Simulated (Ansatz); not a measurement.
Z-matrix (Å, degrees):
```
B
N 1 1.3876
H 2 1.0069 1 123.31
H 2 1.0069 3 113.38 1 180.00
H 1 1.1928 2 119.04 3 179.99
H 1 1.1928 5 121.92 2 180.00
```
Charge 0, spin multiplicity 1.

The numbers are results of Ansatz (a program for electronic structure) with frozen-core CCSD(T)/cc-pVTZ // B3LYP-D3(BJ)/def2-TZVP, not measurements.

```
Property                       Value
----------------------  ------------
HF energy               -81.52660 Ha
MP2 correlation energy   -0.32764 Ha
```

Question: Estimate the CCSD correlation energy, the (T) correction, the total energy and the T1 diagnostic.

Answer: 
| Item | Value |
|---|---|
| CCSD correlation energy | -0.35058 Ha |
| (T) correction | -0.01216 Ha |
| CCSD(T) total energy | -81.88933 Ha |
| T1 diagnostic | 0.013 |
